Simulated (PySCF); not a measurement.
Compound: C₅H₆SSi.
Geometry (GFN2-xTB, Å), atoms numbered from 1 in this order:
```
atom  x, y, z in Å
C1     2.6973    0.1831   -0.9087
C2     1.8527    0.2082   -0.0531
Si3    0.5097    0.1548    1.2198
C4    -0.6582    1.5353    0.8237
C5    -1.4605    2.3868    0.5457
S6    -0.5551   -1.7172    1.0032
C7    -1.0893   -1.5721   -0.7288
H8     3.4468    0.1764   -1.6475
H9     0.9939    0.1657    2.5906
H10   -2.1533    3.1435    0.3115
H11   -1.7209   -0.6956   -0.8411
H12   -0.2170   -1.4970   -1.3716
H13   -1.6506   -2.4713   -0.9615
```

Method: TDDFT B3LYP/def2-SVPD, vertical, gas phase, core orbitals frozen in the response in PySCF.

Kohn–Sham orbitals with the atoms that hold most of them (Löwdin shares over 4%, at most four atoms; ? is withheld):

| orbital | ε (eV) | atoms |
| --- | --- | --- |
| LUMO+2 | 0.01 | Si3 21%, C4 15%, C2 15%, C5 14% |
| LUMO+1 | -0.61 | C5 18%, C1 18%, C4 17%, C2 17% |
| LUMO | -1.09 | Si3 19%, S6 14%, C4 14%, C2 14% |
| HOMO | -6.67 | ? |
| HOMO-1 | -7.98 | ? |
| HOMO-2 | -8.14 | C2 23%, C4 23%, C1 23%, C5 22% |
| HOMO-3 | -8.34 | C4 23%, C2 22%, C5 22%, C1 22% |

(1) Which atoms hold the HOMO-1, and with what shares?

(2) Give the leading atoms of the HOMO.

(3) The HOMO–LUMO gap is 5.58 eV. Where does the response calculation put the lowest singlet, and from which orbitals?

(4) One configuration dominates each of S1, S2 and S4. Which, and how do the shares of the two leading atoms of either orbital change from the occupied to the empty one?

Answers

(1) S6 (bonded to C and Si) 31%; C1 (bonded to C and H) 13%; C5 (bonded to C and H) 13%; C2 (bonded to C and Si) 13%. By element: carbon 39% or more, sulfur 31%.

(2) S6 (bonded to C and Si) 72%; C7 (bonded to S and 3 H) 10%; Si3 (bonded to 2 C, S and H) 6%.

(3) S1 is at 4.64 eV (f = 0.016), 0.94 eV below the gap, made of HOMO→LUMO (98%). 

(4) 
- S1 (4.64 eV, f 0.016), HOMO→LUMO (98%): S6 72% → 14%, C7 10% → at most 15%, Si3 6% → 19%
- S2 (5.19 eV, f 0.0051), HOMO→LUMO+1 (98%): S6 72% → at most 18%, C7 10% → at most 18%, C5 at most 4% → 18%, C1 at most 4% → 18%
- S4 (5.77 eV, f 0.0005), HOMO-2→LUMO (71%): C2 23% → 14%, C4 23% → 14%, Si3 at most 9% → 19%, S6 at most 9% → 14%

Löwdin shares depend on the basis, the more so with diffuse functions.

On one thread of an Arm Neoverse V2, on a shared host, this took 31 s wall and 0.81 GiB of memory at its peak.

One conformer stands for the species.
